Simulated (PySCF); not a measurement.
## C4H11ClSi2: core ionisation energies

Species: C4H11ClSi2.
SMILES with atom numbers: `[CH2:1]=[CH:2][CH2:3][SiH2:4][SiH2:5][CH2:6][Cl:7]`

Geometry (PBE0-D3(BJ)/def2-SVP, Å), atoms numbered from 1 in this order:
```xyz
18
C4H11ClSi2 angstrom
C      1.3587   -1.1270    1.8839
C      1.3891    0.0975    1.3497
C      1.4161    0.3991   -0.1114
Si    -0.1501    1.2904   -0.7247
Si    -2.0844    0.0798   -0.1797
C     -2.1937   -0.1763    1.7009
Cl    -1.9063    1.3773    2.5475
H      1.3818   -2.0250    1.2578
H      1.3183   -1.2724    2.9665
H      1.3607    0.9627    2.0238
H      1.5370   -0.5242   -0.7020
H      2.2670    1.0583   -0.3603
H     -0.2338    2.6562   -0.1218
H     -0.0671    1.4483   -2.2123
H     -2.0706   -1.2737   -0.8265
H     -3.3055    0.8069   -0.6458
H     -1.4228   -0.8819    2.0404
H     -3.1800   -0.5494    2.0121
```

Method: PySCF 2.14.0, delta-SCF UKS SCAN, pcX-2 on the ionised atom, pcseg-1 elsewhere, spin-free X2C. Each binding energy is the total energy of the core-ionised species, with the hole localised on one atom, minus that of the ground state; both are solved self-consistently, so orbital relaxation is included.

Question: What binding energy does each computed site have?

Answer: 
| atom(s) | environment | level | binding energy (eV) | 2p1/2 (eV) | above the level's lowest (eV) | count |
| --- | --- | --- | --- | --- | --- | --- |
| Si4 | SiH2 silicon | Si 2p3/2 | 106.27 | 106.89 | 0.00 | 1 |
| Si5 | SiH2 silicon | Si 2p3/2 | 106.41 | 107.03 | +0.14 | 1 |
| Cl7 | alkyl chlorine | Cl 2p3/2 | 205.78 | 207.44 | 0.00 | 1 |
| C1 | terminal =CH2 carbon | C 1s | 290.00 | – | 0.00 | 1 |
| C3 | sp3 carbon bound to silicon | C 1s | 290.39 | – | +0.39 | 1 |
| C2 | alkene CH carbon | C 1s | 290.62 | – | +0.62 | 1 |
| C6 | sp3 C–Cl carbon | C 1s | 291.58 | – | +1.58 | 1 |
| Si4 | SiH2 silicon | Si 1s | 1845.96 | – | 0.00 | 1 |
| Si5 | SiH2 silicon | Si 1s | 1846.14 | – | +0.18 | 1 |
| Cl7 | alkyl chlorine | Cl 1s | 2828.40 | – | 0.00 | 1 |

Lowest listed C 1s: C1, bonded to C (double bond) and 2 H. Highest, 1.58 eV above it: C6, bonded to Cl, 2 H and Si.

The 2 Si 1s values lie within 0.18 eV of each other; Gaussian lines of 0.5 eV full width would blend them into one maximum.

The 2 Si 2p3/2 values lie within 0.14 eV of each other.

Question: Express the binding energy of Cl 1s of Cl7 in atomic units and per mole.

Answer: 2828.40 eV = 103.9418 Eh = 272899 kJ/mol.

Spin–orbit and ligand-field terms were added within each 2p shell after the spin-free SCF. 2p1/2 minus 2p3/2 (ligand field included): Si 0.62 eV, Cl 1.65 eV. The structure is a single PBE0-D3(BJ)/def2-SVP conformer in the gas phase; no vibrational or solvent corrections.
